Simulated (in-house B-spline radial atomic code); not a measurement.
Configurations of the zirconium ion Zr⁷⁺, with energies counted from [Ar] 3d10 4s2 4p3. Method: scalar-relativistic (X2C) RPBE, spin-polarised, spherical fractional occupations, Fermi nucleus of rms radius 4.2694 fm. Calculated with an all-electron radial atomic-structure program (B-spline basis). Shells without spins written out take the highest spin.

Occupations are held fixed; configurations that lie above the ionisation limit could autoionise.

```
                                  configuration  E - E(ref) (eV)  highest orbital  its <r> (bohr)
[Ar] 3d10 4s2 4p(1 up, 1 down) 4d(1 up, 0 down)           40.837            4d up           1.422
                               [Ar] 3d9 4s2 4p4           164.68          4p down           1.194
                           [Ar] 3d9 4s2 4p3 5f1           258.68            5f up           3.306
                      [Ne] 3s2 3p5 3d10 4s2 4p4           307.04          4p down           1.193
                  [Ne] 3s2 3p5 3d10 4s2 4p3 5s1           364.78            5s up            2.18
                  [Ne] 3s2 3p5 3d10 4s2 4p3 5d1           387.64            5d up           2.749
                  [Ne] 3s2 3p5 3d10 4s2 4p3 5f1           401.05            5f up           3.305
```

Task: Order these further configurations by energy, lowest first.
A. [Ar] 3d9 4s2 4p3 5p1
B. [Ne] 3s2 3p(3 up, 2 down) 3d10 4s2 4p(1 up, 2 down) 5f(0 up, 1 down)
C. [Ar] 3d10 4s1 4p3 5d1
D. [Ar] 3d10 4s2 4p2 5d1
E. [Ne] 3s2 3p(3 up, 2 down) 3d10 4s2 4p(2 up, 1 down) 5d(1 up, 0 down)

Result: D (81.747 eV), C (100.9 eV), A (231.47 eV), E (391.78 eV), B (405.48 eV).

Task: How far above the reference does [Ar] 3d(4 up, 5 down) 4s2 4p(0 up, 3 down) 5p(1 up, 0 down) lie?

Result: 232.51 eV; its least bound orbital is 5p up with <r> = 2.395 bohr.

Task: How far above the reference does [Ar] 3d10 4s2 4p(2 up, 1 down) lie?

Result: 3.5163 eV; its least bound orbital is 4p down with <r> = 1.22 bohr.

Task: How far above the reference does [Ar] 3d10 4s2 4p2 5s1 lie?

Result: 59.251 eV; its least bound orbital is 5s up with <r> = 2.217 bohr.
